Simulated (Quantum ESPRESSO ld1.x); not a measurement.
Values are calculated unless marked as measured or tabulated.
Question: K4+, 15 electrons, occupied as [Ne] 3s1.75 3p3.25 (fractional occupations, a model configuration). Code: ld1.x of Quantum ESPRESSO 7.5. Model: non-relativistic Kohn-Sham, LDA (Slater exchange, VWN5 correlation), spin-polarised, spherical densities, point nucleus; open shells are filled with parallel spins first. Some entries of the table are withheld. Estimate them.

orbital  occ.  eigenvalue (eV)  <r^2> (bohr^2)
1s up       1         -3560.75        0.008972
1s down     1         -3559.70        0.008970
2s up       1         -413.120          0.1808
2s down     1         -412.004          0.1801
2p up       3         -344.045          0.1525
2p down     3         -342.706          0.1519
3s up       1              (1)           1.566
3s down  0.75              (2)           1.600
3p up       3         -73.3532           1.762
3p down  0.25         -68.7987           1.824

Answer: 
(1) 3s up eigenvalue (eV): -90.8944
(2) 3s down eigenvalue (eV): -86.1455
